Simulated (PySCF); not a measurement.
# Radial density of Al⁺ (aluminium, charge +1)

B2PLYP, [Ne] 3s2, closed-shell 1S. Calculation: PySCF 2.14, in an uncontracted even-tempered set (21 s from 0.028 bohr⁻², ratio 2.5; 13 p from 0.036 bohr⁻², ratio 2.5; 6 d from 0.3 bohr⁻², ratio 2.7; 5 f from 0.44 bohr⁻², ratio 2.7); the spin-free X2C one-electron Hamiltonian (Gaussian nucleus).

```csv
r (bohr),4πr²ρ (e/bohr)
0.00227,0.09618
0.00382,0.2548
0.00643,0.6585
0.0108,1.631
0.0182,3.751
0.0306,7.608
0.0514,12.49
0.0865,14.54
0.146,10.74
0.245,8.789
0.412,12.59
0.693,8.776
1.17,2.038
1.96,1.046
3.30,0.4094
5.54,0.01719
```

Densities and radii are taken from the X2C orbitals without a picture-change correction, which distorts them close to the nucleus.
